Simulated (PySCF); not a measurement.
Species: C7H8ClF3.
Atom-mapped SMILES: `[F:1][C:2]([F:3])=[C:4]([F:5])[C@@H:6]1[CH2:7][CH2:8][C@H:9]([Cl:10])[CH2:11]1` (hydrogens: H12 on C6; H13, H14 on C7; H15, H16 on C8; H17 on C9; H18, H19 on C11)

Structure used (PBE0-D3(BJ)/def2-SVP), in Å, numbered top down from 1:
```
atom  x, y, z in Å
F1     2.5876    0.5081   -2.4118
C2     2.6945    0.6822   -1.1136
F3     3.8934    1.0755   -0.7689
C4     1.6885    0.4800   -0.2637
F5     1.9096    0.6958    1.0393
C6     0.3172    0.0363   -0.6136
C7    -0.7811    1.0549   -0.1755
C8    -1.7665    0.2663    0.6933
C9    -1.5680   -1.1738    0.2451
Cl10  -2.2379   -2.3690    1.3921
C11   -0.0630   -1.2868    0.0804
H12    0.2839   -0.0973   -1.7042
H13   -0.3484    1.9020    0.3751
H14   -1.2744    1.4727   -1.0654
H15   -2.8086    0.6029    0.6009
H16   -1.4878    0.3334    1.7567
H17   -2.0779   -1.3578   -0.7133
H18    0.3940   -1.3324    1.0815
H19    0.2546   -2.1769   -0.4799
```

The calculation used PBE0-D3(BJ)/def2-SVP geometry optimisation, gas phase in PySCF 2.14.0.

Take the most abundant isotopes and a rigid rotor. The values belong to one conformer with, in the numbering `[F:1][C:2]([F:3])=[C:4]([F:5])[C@@H:6]1[CH2:7][CH2:8][C@H:9]([Cl:10])[CH2:11]1`, C2–C4–C6–C7 -121°, C4–C6–C7–C8 -125°, C6–C7–C8–C9 -23°, C7–C8–C9–Cl10 164°, C8–C9–C11–C6 -42°.

(1) What are A, B and C (MHz)?

(2) What kind of rotor is it?

(3) What does the inertial defect say?

(4) Give the other two planar moments, Paa and Pbb, and the rms extents of the mass along the axes.

(5) Where do the levels up to J = 4 lie, in K?

(6) Which types of transition are allowed, and where do some lines up to J = 5 fall?

(7) Estimate the classical rotational partition function at 50 K, 100 K and 200 K.

Results:

(1) Ia = 226.39, Ib = 1266.34, Ic = 1271.71 u·Å²; 505379 MHz·u·Å²/I gives A = 2232, B = 399.1, C = 397.4 MHz.

(2) A near-prolate asymmetric top; Ray's κ = -0.998.

(3) Not planar: Δ = Ic − Ia − Ib = -221.01 u·Å². For a rigid frame Δ = −2 Σ m c², so Σ m c² = 110.51 u·Å² lies off the ab plane: 20.44 from hydrogen and 90.07 from heavier atoms. The atom farthest from that plane is 2.28 Å away.

(4) Paa = Σ m a² = (Ib + Ic − Ia)/2 = 1155.83 and Pbb = Σ m b² = (Ia + Ic − Ib)/2 = 115.88 u·Å². With the mass M = 184.03 u, the rms extents √(P/M) along a, b and c are 2.51, 0.79, 0.77 Å.

(5) Above 0(0,0), as E/k:
J = 1: 1(0,1) 0.038, 1(1,1) 0.126, 1(1,0) 0.126
J = 2: 2(0,2) 0.115, 2(1,2) 0.203, 2(1,1) 0.203, 2(2,1) 0.467, 2(2,0) 0.467
J = 3: 3(0,3) 0.229, 3(1,3) 0.317, 3(1,2) 0.318, 3(2,2) 0.581, 3(2,1) 0.581, 3(3,1) 1.022, 3(3,0) 1.022
J = 4: 4(0,4) 0.382, 4(1,4) 0.470, 4(1,3) 0.471, 4(2,3) 0.734, 4(2,2) 0.734, 4(3,2) 1.174, 4(3,1) 1.174, 4(4,1) 1.791, 4(4,0) 1.791
The levels of one J sum to (2J + 1)J(J + 1)(A + B + C)/3.

(6) The dipole components are |μa| = 0.26 D, |μb| = 1.69 D, |μc| = 0.94 D. Intensities carry the squares of the components, which stand as 0.02 : 1.00 : 0.31 (a : b : c). Some of the stronger lines:

| type | branch | J(Ka,Kc) | MHz | lower level (cm⁻¹) |
| --- | --- | --- | --- | --- |
| b | R | 3(0,3) ← 2(1,2) | 558 | 0.141 |
| b | R | 4(1,4) ← 3(0,3) | 5012 | 0.159 |
| c | R | 4(1,3) ← 3(0,3) | 5029 | 0.159 |
| b | Q | 3(2,2) ← 3(1,3) | 5507 | 0.220 |
| b | Q | 4(2,3) ← 4(1,4) | 5511 | 0.327 |
| b | Q | 5(2,4) ← 5(1,5) | 5515 | 0.459 |
| c | R | 3(2,1) ← 2(1,1) | 7889 | 0.141 |
| b | R | 4(2,2) ← 3(1,3) | 8693 | 0.220 |
| b | Q | 5(3,2) ← 5(2,3) | 9171 | 0.643 |
| b | Q | 4(3,2) ← 4(2,3) | 9171 | 0.510 |
| c | R | 5(2,3) ← 4(1,3) | 9476 | 0.327 |
| b | Q | 5(5,1) ← 5(4,2) | 16507 | 1.377 |
| c | R | 5(4,1) ← 4(3,1) | 16821 | 0.816 |

(7) Point group C1, symmetry number σ = 1; q = (√π/σ)·√((kT/h)³/(ABC)), k/h = 20836.6 MHz/K: 100000 at 50 K, 283000 at 100 K, 801000 at 200 K.

No PBE0-D3(BJ)/def2-SVP frequencies stand behind this structure, so it isn't proved a minimum. Constants of a rigid frame at the computed geometry: no zero-point averaging, no centrifugal distortion. Quadrupole hyperfine structure (35Cl) is left out.

Time: 2.6 min wall, 6.7 min CPU; peak memory 1.2 GiB. Hardware: 2 threads of an Intel Xeon 6985P-C at 2.30 GHz, shared host with 32 logical CPUs at a one-minute load of 9.6. These figures are those of the optimisation.
